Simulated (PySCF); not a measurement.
Stepwise substitution at one centre (Si Cl-C2H5). Gas-phase values, no solvent. One relaxed conformer stands for each flexible species; it need not be the lowest. Strings in code marks are SMILES.

These are PBE-D3(BJ)/def2-TZVP // B3LYP-D3(BJ)/def2-SVP in PySCF 2.14.0 values and carry that method's errors. All candidates: neutral, multiplicity 1. Excitations are Tamm–Dancoff values on a coarser integration grid. The basis has no diffuse functions, so Rydberg states are missing or too high.

The S1 excitation (TDA) is 6.65 eV and the T1 excitation (TDA) is 6.51 eV. The HOMO comes out as -6.60 eV.

Question: Identify which member has these values.
A. `CC[Si](Cl)(Cl)CC` (C–C–Si–Cl torsion -179°, Cl–Si–C–C torsion 63°)
B. `CC[Si](Cl)(Cl)Cl`
C. `CC[Si](Cl)(CC)CC`
D. `CC[Si](CC)(CC)CC`

Answer: C, `CC[Si](Cl)(CC)CC`. The others give `CC[Si](Cl)(Cl)CC` (C–C–Si–Cl torsion -179°, Cl–Si–C–C torsion 63°): 6.77 eV, 6.48 eV, -6.90 eV; `CC[Si](CC)(CC)CC`: 6.55 eV, 6.46 eV, -6.39 eV; `CC[Si](Cl)(Cl)Cl`: 6.81 eV, 6.45 eV, -7.66 eV
